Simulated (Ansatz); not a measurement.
Isolated molecules relaxed with PBE0-D4/def2-TZVP in Ansatz; ΔE leaves out vibrations. CBS: MP2 limit from def2 TZ/QZ plus the TZ coupled-cluster correction, frozen cores. Functionals use def2-TZVPP. def2 core potentials past Kr. For Sn outer-core shells are correlated without core-valence functions, which leaves a few kJ/mol of doubt a bond. Each species was taken in one conformer, which may not be the lowest.

Reaction (redistribution): `C[NH][SnH]([Cl])[Cl]` + `[SiH3][SiH2]S` → `[SH][SnH]([Cl])[Cl]` + `CN[SiH2][SiH3]`

```
         level  ΔE (kcal/mol)
     revPBE-D4           -8.8
          BLYP          -10.2
  MP2/def2-SVP           -8.2
MP2/def2-QZVPP           -8.3
```

Q: What does CCSD(T)/CBS give? (Best estimate.)

A: Ansatz gave: -8.4 kcal/mol. The listed levels differ from it by -0.4, -1.8, 0.2, 0.1 kcal/mol.

Largest T1 diagnostic among the species: 0.012.

In def2-TZVPP, CCSD(T) changes the Hartree–Fock value by +3.1 kcal/mol (the triples alone add +0.5 kcal/mol) and MP2 by +3.2 kcal/mol. From BLYP to BHLYP (50 % exact exchange), in def2-TZVPP and without D4, ΔE moves by −0.9 kcal/mol. Leaving LDA and LC-ωPBE aside and taking each functional with its dispersion term where it has one, the values, not all of them listed here, spread over 2.0 kcal/mol, from BHLYP-D4 to revPBE-D4.
